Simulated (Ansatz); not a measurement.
Consider the β-hydride elimination: `C[O][Mg][NH2]` → `[NH2][MgH]` + `C=O`.

Program: Ansatz. Geometries: PBE0-D4/def2-TZVP. ΔE: electronic, gas phase. CCSD(T)/CBS adds triple-zeta CCSD(T) − MP2 to the extrapolated MP2 energy (def2 sets, frozen cores). This one scheme is used for every species. Functionals use def2-TZVPP. For Mg outer-core shells are correlated without core-valence functions, which leaves a few kJ/mol of doubt a bond. One conformer a species, not always the lowest.

CCSD(T)/CBS gives +2.35 eV.

Task: Another level gave +2.04 eV. Which?
A. BHLYP/def2-TZVPP
B. r2SCAN0-D4/def2-TZVPP
C. PBE-D4/def2-TZVPP
D. HF/def2-TZVPP

Result: D. HF/def2-TZVPP 2.04, BHLYP 2.29, r2SCAN0-D4 2.44, PBE-D4 2.19 eV.

Largest T1 diagnostic among the species: 0.015.

Leaving LDA and LC-ωPBE aside and taking each functional with its dispersion term where it has one, the values, not all of them listed here, spread over 0.41 eV, from B97M-V to r2SCAN0-D4. LDA lies +0.42 eV from PBE without D4. In def2-TZVPP, CCSD(T) changes the Hartree–Fock value by +0.17 eV (the triples alone add −0.02 eV) and MP2 by +0.33 eV. From BLYP to BHLYP (50 % exact exchange), in def2-TZVPP and without D4, ΔE moves by +0.32 eV.
